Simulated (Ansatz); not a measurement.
benzonitrile (C7H5N), singlet, geometry from GFN2-xTB; MP2/STO-3G (Ansatz, a first-principles code).

Input for Ansatz:
Ansatz 0.2 input:
```yaml
crystal:
  periodic: [false, false, false]
  atoms:
    - {symbol: N, position_ang: [3.11954950, 0.55509879, 0.02098944]}
    - {symbol: C, position_ang: [1.99092193, 0.35426857, 0.01339563]}
    - {symbol: C, position_ang: [0.59841258, 0.10648271, 0.00402633]}
    - {symbol: C, position_ang: [-0.29759092, 1.17226289, 0.09170135]}
    - {symbol: C, position_ang: [-1.65657157, 0.92270395, 0.08196575]}
    - {symbol: C, position_ang: [-2.12584534, -0.37827711, -0.01430344]}
    - {symbol: C, position_ang: [-1.23539287, -1.43730580, -0.10142392]}
    - {symbol: C, position_ang: [0.12626512, -1.20274894, -0.09285409]}
    - {symbol: H, position_ang: [0.07933305, 2.18171727, 0.16631022]}
    - {symbol: H, position_ang: [-2.35309519, 1.74500709, 0.14964731]}
    - {symbol: H, position_ang: [-3.18890940, -0.56744083, -0.02145612]}
    - {symbol: H, position_ang: [-1.60456936, -2.44924172, -0.17627588]}
    - {symbol: H, position_ang: [0.82920083, -2.02005096, -0.16019728]}
basis:
  gaussian:
    orbitals: STO-3G
magnetization: {spin_polarized: false}
correlation: {method: mp2, electrons: outside_noble_gas}
accuracy: high
```

What the program printed (banner, timings and long lists left out):

```
Functional definition: HF
1002 factors; integrals over basis functions are off by at most 3.6e-9 eV
mean field evaluation 1: about -8660.8343 eV, gradient 3.6e1 eV
mean field evaluation 2: about -8661.1048 eV, gradient 3.6e1 eV
mean field evaluation 4: about -8665.2033 eV, gradient 3.4e0 eV
mean field evaluation 8: about -8665.2530 eV, gradient 1.3e-2 eV
mean field -8665.25029900 eV, -318.4420749706 hartree, gradient 9.5e-8 eV, S^2 0.000000; 0 other end points of the search recorded, 0 dependent functions left out; unrestricted orbitals would lower it
mean field evaluation 16: about -8665.3957 eV, gradient 3.2e0 eV
8 core orbitals not correlated
reference -8665.25029900 eV, -318.4420749706 hartree; 19, 19 occupied and 18, 18 virtual orbitals, 1002 factors
second order -13.26233002 eV of doubles, -0.00000000 eV of singles
Total energy: -8678.51262902 eV, -318.9294566093 hartree
```
